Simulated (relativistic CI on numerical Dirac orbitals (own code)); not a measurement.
**What each ingredient does to the levels of Yb15+**

Base calculation: Dirac-Coulomb-Breit CI, separate exchange-only KLI orbitals for each configuration, a model potential for QED, unscaled Slater integrals.

Configurations in the expansion (outside the closed core [Ar] 3d10 4d10): 4s²4p⁶4f⁹, 4s²4p⁶4f⁸5s, 4s²4p⁶4f⁷5s5p, 4s²4p⁶4f⁸5p, 4s²4p⁶4f⁸6s, 4s²4p⁶4f⁸6p, 4s²4p⁵4f¹⁰, 4p⁶4f¹¹, 4p⁵4f¹². Double excitations out of closed p, d and f shells are left out; levels of such configurations are missing from the list, as are those of other unlisted configurations, and high levels can miss mixing partners.

Variants: (1) QED terms removed; (2) configuration mixing switched off. Shifts of the energy above 4s²4p⁶4f⁸5s ⁸F13/2, in cm⁻¹, for the lowest level and the first level of each name with at least 55 % of one term (blank where a level changes its place among those of its configuration and J or its character, or is not in the variant):

```
             Level     Base   Δ(1)    Δ(2)
4s²4p⁶4f⁸5s ⁸F13/2      0.0    0.0     0.0
4s²4p⁶4f⁸5s ⁸F11/2   4495.4  -22.1    -1.9
 4s²4p⁶4f⁸5s ⁸F9/2   7286.8  -29.6    -2.3
 4s²4p⁶4f⁸5s ⁸F7/2   9515.6  -38.3    -3.1
 4s²4p⁶4f⁸5s ⁸F5/2  11166.8  -44.4    -3.8
 4s²4p⁶4f⁸5s ⁸F3/2  12332.1  -49.1    -4.3
 4s²4p⁶4f⁸5s ⁸F1/2  13027.5  -52.0    -4.7
4s²4p⁶4f⁸5s ⁶F11/2  32437.6  +33.7  +428.0
 4s²4p⁶4f⁸5s ⁶F9/2  35677.2  +22.8  +265.9
 4s²4p⁶4f⁸5s ⁶F7/2  39855.6   +6.8  +413.0
 4s²4p⁶4f⁸5s ⁶F5/2  42157.2   -3.3  +412.3
 4s²4p⁶4f⁸5s ⁶F3/2  43754.2   -9.9  +415.9
 4s²4p⁶4f⁸5s ⁶F1/2  44727.5  -14.6  +417.6
4s²4p⁶4f⁸5s ⁶L21/2  48782.8   -6.3   +38.4
```

At this charge transitions that keep the count of f electrons are usually good to a few per cent. Terms inside the open d or f shell come out 10 to 20 % too wide with unscaled integrals. Levels and lines within the n = 5 or 6 shells can be off by up to 10 % or somewhat more, and those that change n by about 2 %, since core polarisation is missing. Levels that differ in their count of f electrons can be misplaced by several ten thousand cm⁻¹, since the correlation energy of f electrons is missing or only estimated; rates across such gaps can be off by orders of magnitude. The computed lowest level isn't the tabulated ground level, which NIST ASD gives as 4f9 6H°15/2; for such ions that label comes from theory and may be the wrong one.

Ionisation energy from one configuration of each of the two ions, the ground ones as tabulated or assumed: base 329.078 eV. The NIST ASD value (theoretical) is 360 ± 19 eV. The gap of more than 2 % comes from missing correlation, or from a tabulated value that is itself an estimate.

LS names give the leading component of a level, which can be under half, so a name can repeat, a term be missing and a line seem to break the LS rules.
